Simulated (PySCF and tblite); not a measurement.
Values are calculated unless marked as measured or tabulated.
C₅H₅FO₂, numbered as in [CH2:1]=[CH:2][O:3]/[CH:4]=[C:5](\[F:6])[CH:7]=[O:8].

Search: ETKDG and KDG, MMFF94s, GFN2-xTB, 150 starts; geometries at GFN2-xTB. Energies: PBE0-D3(BJ)/def2-SVP (IEF-PCM, dichloromethane), with GFN2-xTB thermal terms (modes under about 100 cm⁻¹ blended into free rotors). Symmetry numbers and mirror images are counted. Conformers within 3 kcal/mol (GFN2-xTB free energy) were kept, 10 at most. GIAO shieldings: wB97X-D/pcSseg-1 (IEF-PCM, dichloromethane). Shifts are against TMS (¹H), TMS (¹³C) at the same level; of two unlike H on one atom, a is the less shielded. Programs: PySCF with density fitting and tblite.

What shifts does this protocol give at 298.15 K under fast conformational exchange?

¹H: 9.75 (H7, 1H), 7.64 (H4, 1H), 7.06 (H2, 1H), 5.32 (H1a, 1H), 5.09 (H1b, 1H) ppm. ¹³C: 196.9 (C7), 159.5 (C2), 151.6 (C5), 148.1 (C4), 104.2 (C1) ppm.

How do the conformers differ?

Torsions listed: C1–C2–O3–C4, C2–O3–C4–C5, F6–C5–C7–O8. Of a mirror pair one member is shown.
```
conformer             shape  weight %
        1  180°, 180°, 180°      74.9
        2  13°, -174°, 180°      20.3
        3    180°, 0°, 180°       4.7
        4   38°, 21°, -179°       0.1
```

```
signal      1      2      3      4  average
   H1a   5.35   5.17   5.42   5.11     5.32
   H1b   5.09   5.07   5.21   5.45     5.09
    H2   7.03   6.97   7.88   6.96     7.06
    H4   7.56   7.99   7.23   7.39     7.64
    H7   9.74   9.78   9.73   9.72     9.75
    C1  105.3   98.7  109.2  110.6    104.2
    C2  160.2  157.3  157.2  155.6    159.5
    C4  149.7  143.0  145.2  145.2    148.1
    C5  151.2  153.3  150.7  149.8    151.6
    C7  196.8  197.3  196.6  196.7    196.9
```

Which signal moves most, for its nucleus, between 200 and 400 K through the change of populations alone?

C4: 149.0 ppm at 200 K, 148.5 ppm at 250 K, 148.1 ppm at 298.15 K, 147.7 ppm at 350 K, 147.4 ppm at 400 K.

Shifts are unscaled: against experiment ¹³C can be off by 15 ppm or more and ¹H by 0.8 ppm.


Conformer gaps in def2-SVP on xTB geometries can be 2 kcal/mol too large for S=O, P=O and other polar bonds.